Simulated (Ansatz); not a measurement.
A structure relaxed at PBE-D4/def2-SVP in Ansatz, charge 0, doublet:

```tsv
atom	x (Å)	y (Å)	z (Å)
Al1	0.154	0.382	3.026
Al2	-1.775	1.988	0.443
Al3	0.042	-1.633	1.023
Al4	1.643	1.656	0.828
Al5	1.702	-0.728	-1.646
Al6	-0.566	-3.181	-1.298
Al7	-1.283	-0.002	-2.030
F8	-1.801	-1.815	-1.846
F9	-0.701	-0.159	-0.098
F10	-1.283	1.318	2.154
F11	1.742	-1.276	0.161
F12	2.040	0.992	-0.911
F13	0.087	2.457	0.195
```

Give its formula.

Al7F6.

Summarise the bond lengths by kind (pairs closer than 1.2 times the sum of covalent radii, bridged metal pairs left out).

12 × Al–F 1.86 to 2.02 Å; 2 × Al–Al 2.84 to 2.86 Å.

Another isomer (doublet) lies 0.69 eV lower at PBE0-D4/def2-SVP; other spin states weren't run for this one.
